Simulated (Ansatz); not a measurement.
CrS2F2. Charge 0, multiplicity 3. Geometry r2SCAN-D4/def2-SVP, that of the neutral singlet; atoms count from 1.

```csv
atom,x (Å),y (Å),z (Å)
Cr1,-0.0117,0.0100,0.0764
S2,1.5605,0.6517,-0.9462
S3,-1.2367,-0.9277,-1.1684
F4,-0.8128,1.3323,0.7620
F5,0.5007,-1.0663,1.2762
```

At PBE0-D4/def2-TZVP a singlet of charge 0 lies 0.47 eV below the triplet at the same geometry.

Q: Estimate the Mulliken populations from the PBE0/def2-TZVP orbitals of Ansatz.

A: 
```json
{"atom": "Cr1", "charge (e)": "1.15", "spin (α − β)": "0.90", "d electrons": "4.29"}
{"atom": "S2", "charge (e)": "-0.15", "spin (α − β)": "0.52", "d electrons": "–"}
{"atom": "S3", "charge (e)": "-0.15", "spin (α − β)": "0.52", "d electrons": "–"}
{"atom": "F4", "charge (e)": "-0.42", "spin (α − β)": "0.03", "d electrons": "–"}
{"atom": "F5", "charge (e)": "-0.42", "spin (α − β)": "0.03", "d electrons": "–"}
```
Mulliken values depend strongly on the basis.

Q: Where does the spin sit?

A: Summed by element: Cr 0.90, S 1.03, F 0.07, of 2 unpaired in all. Largest on single atoms: Cr1 0.90, S3 0.52, S2 0.52.

Q: And the Mayer bond orders between heavy atoms (over 0.3)?

A: Cr1–S2 1.75 (1.98 Å); Cr1–S3 1.75 (1.98 Å); Cr1–F4 0.86 (1.69 Å); Cr1–F5 0.86 (1.69 Å).
